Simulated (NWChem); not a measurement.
Molecule: CaH2S2; SMILES [SH][Ca][SH]

```xyz
5

Ca    -0.0151    -0.2530     0.6906
S     -0.0534    -2.8315     0.5143
H      0.4742    -2.8741    -0.7311
S     -0.2738     2.2411     0.0633
H     -1.4835     2.0917    -0.5244
```
Atoms are numbered in this order, from 1.

Level: PBE0/def2-SVP (NWChem), optimised geometry, unscaled harmonic frequencies. 

```csv
frequency (cm⁻¹),IR intensity (km/mol)
29,56.8
37,39.2
104,17.1
272,5.6
342,13.6
347,0.2
395,147.6
2699,5.4
2699,4.4
```

The zero-point energy is 9.9 kcal/mol and the thermal correction to the enthalpy at 298.15 K (with zero-point energy) is 14.8 kcal/mol. The heat capacity Cv is 18.2 cal/(mol K), the entropy at 298.15 K and 1 atm (symmetry number 2) is 83.9 cal/(mol K) and the dipole moment comes out as 1.38 D.

Rigid rotor and harmonic oscillator; modes under 100 cm⁻¹ make the entropy uncertain.
